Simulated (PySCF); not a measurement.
Radial density of Be (beryllium, neutral)

HSE06, [He] 2s1 3s1, high-spin 3S determinant (an excited configuration). Computed with PySCF 2.14 in aug-cc-pV5Z, with no relativity, point nucleus.

```csv
r (bohr),4πr²ρ (e/bohr),4πr²(ρα − ρβ)
0.00548,0.01278,0.0004
0.00922,0.03509,0.0011
0.0155,0.09436,0.0029
0.0261,0.2453,0.0075
0.0439,0.6020,0.0182
0.0738,1.343,0.0399
0.124,2.558,0.0728
0.209,3.760,0.0949
0.351,3.629,0.0583
0.591,1.791,-0.0022
0.994,0.4763,0.1629
1.67,0.5114,0.5016
2.81,0.2898,0.2898
4.73,0.1322,0.1322
7.96,0.1401,0.1401
13.4,0.01723,0.0172
22.5,1.104e-05,0.0000
```

The outer electron is Rydberg-like, and this basis confines it to a smaller radius and binds it less than a complete one would.

(1) Where is the radial spin density 4πr²(ρα − ρβ) most negative, and why is it negative at all?

## Answers

(1) Around r = 0.591 bohr, down to -0.0022 e/bohr: exchange with the open shell polarises the paired shells in an unrestricted calculation.
